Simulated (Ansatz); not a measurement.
Consider the isomerisation: `N=C(O)[SiH2][SiH3]` → `N[SiH2]C1O[SiH2]1`.

Gas-phase electronic energies from Ansatz, PBE0-D4/def2-TZVP geometries. CBS: MP2 limit from def2 TZ/QZ plus the TZ coupled-cluster correction, frozen cores. DFT in def2-TZVPP. One conformer a species, not always the lowest.

Question: Is it downhill or uphill in electronic energy at CCSD(T)/CBS, and by how much? (Best estimate.)

Answer: Computed: Downhill: ΔE = -76.9 kJ/mol.

Question: What do these levels give: PBE-D4, r2SCAN-D4, ωB97M-V, r2SCAN, PBE0, MP2/def2-TZVPP, HF/def2-QZVPP, MP2/def2-QZVPP, SCS-MP2/def2-QZVPP, HF/CBS(def2), MP2/CBS(def2), CCSD/CBS(def2)? (Estimate.)

Answer: The calculation gave: PBE-D4 -48.9, r2SCAN-D4 -66.5, ωB97M-V -76.1, r2SCAN -66.5, PBE0 -58.2, MP2/def2-TZVPP -87.9, HF/def2-QZVPP -59.5, MP2/def2-QZVPP -94.3, SCS-MP2/def2-QZVPP -87.3, HF/CBS(def2) -60.0, MP2/CBS(def2) -97.0, CCSD/CBS(def2) -78.7 kJ/mol.

Largest T1 diagnostic among the species: 0.015.

From PBE to PBE0 (25 % exact exchange), in def2-TZVPP and without D4, ΔE moves by −9.9 kJ/mol. In def2-TZVPP, CCSD(T) changes the Hartree–Fock value by −11.8 kJ/mol (the triples alone add +1.8 kJ/mol) and MP2 by −31.9 kJ/mol.
